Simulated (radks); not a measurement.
Values are calculated unless marked as measured or tabulated.
Task: Level of theory: scalar-relativistic Kohn-Sham, LDA (Slater exchange, Perdew-Wang correlation), spin-polarised, spherical densities, finite nucleus; Fermi nuclear charge, rms radius of each element as measured or else 0.836 A^(1/3) + 0.57 fm (a radial shooting solver on a logarithmic mesh with Libxc functionals). Response by self-consistent Sternheimer equations with the Hartree and adiabatic LDA kernel, the relativistic mass of each level held fixed and spin-orbit coupling left out. Rank O4+, B+, Mg8+, F5+, N3+, Be, C2+, Ne6+ (NIST ground configurations) by static dipole polarisability, largest first.

Result: Be 43.78, B+ 10.77, C2+ 4.249, N3+ 2.102, O4+ 1.191, F5+ 0.7386, Ne6+ 0.4891, Mg8+ 0.2458 bohr^3.
